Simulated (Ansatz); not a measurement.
C7H17P, SMILES `CCP(CC)C(C)C`, relaxed with RKS PBE0-D4/def2-TZVP in the Gaussian-basis code of Ansatz from a GFN2-xTB geometry. The force threshold is 0.005 eV/Å; the program also tests the step.

Charge 0, multiplicity 1.

Start:

```xyz
25

C     0.493   -2.250   -1.819
C    -0.104   -1.761   -0.506
P     0.793   -0.264    0.159
C     0.091    1.063   -0.957
C     1.073    1.426   -2.065
C    -0.231    0.005    1.719
C    -1.716    0.296    1.528
C     0.433    1.111    2.537
H     0.308   -1.535   -2.617
H     1.568   -2.386   -1.722
H     0.050   -3.202   -2.108
H    -0.001   -2.541    0.255
H    -1.167   -1.547   -0.636
H    -0.089    1.950   -0.344
H    -0.862    0.734   -1.379
H     0.660    2.208   -2.701
H     1.303    0.564   -2.686
H     2.005    1.787   -1.636
H    -0.128   -0.938    2.272
H    -2.198    0.364    2.503
H    -1.868    1.241    1.013
H    -2.212   -0.491    0.966
H     1.486    0.885    2.696
H    -0.050    1.214    3.508
H     0.364    2.067    2.021
```

| step | energy (eV) | largest force (eV/Å) | largest move (Å) |
| --- | --- | --- | --- |
| 1 | -16816.4199 | 0.672 | 0.000 |
| 2 | -16816.4454 | 0.179 | 0.049 |
| 3 | -16816.4547 | 0.073 | 0.023 |
| 4 | -16816.4560 | 0.020 | 0.019 |
| 5 | -16816.4563 | 0.004 | 0.017 |
| 6 | -16816.4564 | 0.007 | 0.017 |
| 7 | -16816.4564 | 0.005 | 0.009 |
| 8 | -16816.4564 | 0.001 | 0.006 |

End:

```xyz
25

C     0.478   -2.240   -1.831
C    -0.107   -1.756   -0.512
P     0.765   -0.277    0.171
C     0.136    1.074   -0.931
C     1.092    1.408   -2.068
C    -0.225    0.012    1.724
C    -1.719    0.239    1.544
C     0.409    1.145    2.522
H     0.308   -1.518   -2.633
H     1.556   -2.399   -1.752
H     0.020   -3.182   -2.141
H    -0.008   -2.540    0.246
H    -1.177   -1.556   -0.627
H     0.005    1.959   -0.300
H    -0.856    0.817   -1.318
H     0.709    2.233   -2.675
H     1.250    0.555   -2.731
H     2.070    1.699   -1.680
H    -0.080   -0.918    2.289
H    -2.210    0.340    2.517
H    -1.915    1.159    0.987
H    -2.205   -0.583    1.016
H     1.472    0.965    2.698
H    -0.085    1.261    3.491
H     0.317    2.101    1.997
```

Hardware: 4 threads of an AMD EPYC 7R13 on a shared host and a share of an NVIDIA H100 80 GB. Wall time 15 s, peak host memory 1 GiB.
